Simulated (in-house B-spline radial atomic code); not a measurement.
Settings and results of a run for I. Method: non-relativistic B3LYP, spherical fractional occupations, point nucleus, inside a hard spherical wall at 6.06 bohr. Calculated with a radial B-spline atomic code at the basis-set limit.

Command:
```bash
python run_scf.py task.json out
```
Settings:
```
Z                53
configuration    [Kr] 4d10 5s2 5p5
hamiltonian      nr
method           b3lyp
spin_polarised   False
wall_radius      6.06
```

Output (hartree, bohr):
```
 radial grid: 46 intervals, B-splines of order 8, outer radius 6.06 bohr

 iter        energy (Eh)    residual
    1       -6916.563871    6.47e-01
    2       -6917.779924    3.03e-01
    3       -6920.577529    3.09e-02
    4       -6920.601128    5.84e-03
    5       -6920.601280    1.98e-03
    6       -6920.601320    5.58e-04
    7       -6920.601329    6.11e-05
    8       -6920.601329    5.03e-06
    9       -6920.601329    5.05e-07

 total energy                     -6920.60133
 kinetic                            6918.0985
 electron-nucleus                 -16429.9791
 Hartree                            2767.8511
 exact exchange                      -34.7514
 exchange-correlation               -141.8205

 orbital      occ     eigenvalue          <r>       <r^2>       <1/r>       r_max
 1s         2.000     -1165.8571     0.028682  0.00110021     52.4678       0.019
 2s         2.000      -176.3525     0.123444    0.017892     12.0444      0.1049
 2p         6.000      -165.6641     0.105156   0.0134393     12.0516     0.08202
 3s         2.000       -35.7890      0.32763    0.122464     4.39667      0.2986
 3p         6.000       -31.2802     0.318091    0.117148     4.32143      0.2853
 3d        10.000       -22.9148     0.288731   0.0984763     4.18841      0.2324
 4s         2.000        -6.3302     0.769744    0.668816     1.79159      0.7074
 4p         6.000        -4.7358     0.804864    0.737554     1.68908      0.7266
 4d        10.000        -2.0080     0.914929    0.978795     1.44614      0.7752
 5s         2.000        -0.6223      2.05275      4.7649    0.629462       1.778
 5p         5.000        -0.2626      2.42823     6.67364    0.524328       2.052
```

Run time, properties included: 0.06 s on 1 thread of Arm Neoverse V2 (shared host).

Caution: exact exchange at fractional occupations of open shells leaves self-interaction of up to several eV.
